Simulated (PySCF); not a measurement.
# Basis and Hamiltonian dependence of the excitation energy of Ni²⁺

Ni²⁺ [Ar] 3d8 (3F) → Ni²⁺ [Ar] 3d7 4p1 (high-spin determinant). Calculated with PySCF 2.14 from differences of total energies of unrestricted determinants, without spin-orbit coupling. Values in eV.

```tsv
basis	Hamiltonian	functions	UHF	LDA	PBE0	MP2 (valence)	CCSD(T) (valence)	CCSD(T) (valence and next inner shell)
STO-3G	non-relativistic	18	-7.135	-6.066	-6.189	-7.110	n/a	n/a
aug-cc-pVDZ-DK	spin-free X2C	59	12.131	13.947	13.528	13.828	13.539	n/a
aug-cc-pVDZ	non-relativistic	59	12.476	14.275	13.861	14.167	13.885	n/a
x2c-TZVPPall	spin-free X2C	64	11.904	13.896	13.401	13.691	13.426	13.538
def2-TZVPPD	non-relativistic	67	12.251	14.227	13.737	14.032	13.772	13.881
x2c-TZVPPall with one added diffuse shell each of s, p, d, f type	spin-free X2C	80	11.903	13.893	13.396	13.686	13.415	n/a
aug-cc-pVTZ	non-relativistic	93	12.264	14.271	13.759	14.092	13.817	n/a
aug-cc-pVTZ-DK	spin-free X2C	93	11.916	13.940	13.423	13.745	13.466	n/a
def2-QZVPPD	non-relativistic	100	12.264	14.281	13.766	14.108	13.832	n/a
dyall-av2z	non-relativistic	101	12.361	14.449	13.909	14.014	13.762	n/a
x2c-QZVPPall	spin-free X2C	108	11.913	13.957	13.435	13.789	n/a	n/a
aug-cc-pVTZ with one added diffuse shell each of s, p, d, f, g type	non-relativistic	118	12.264	14.269	13.758	14.090	n/a	n/a
aug-cc-pwCVTZ-DK	spin-free X2C	127	11.909	13.947	13.428	13.802	n/a	n/a
x2c-QZVPPall with one added diffuse shell each of s, p, d, f, g type	spin-free X2C	133	11.913	13.957	13.435	13.789	n/a	n/a
```

Frozen in the all-electron rows: valence: [Ar]; valence and next inner shell: [Ne].

At UHF, STO-3G lies more than 0.3 eV from the median of the rows with comparable relativity. Of these, STO-3G has no diffuse functions of the l that the added or promoted electron needs.

One determinant mixes LS terms of the configuration, so the numbers do not refer to single terms. Non-relativistic rows lack the scalar-relativistic shift.
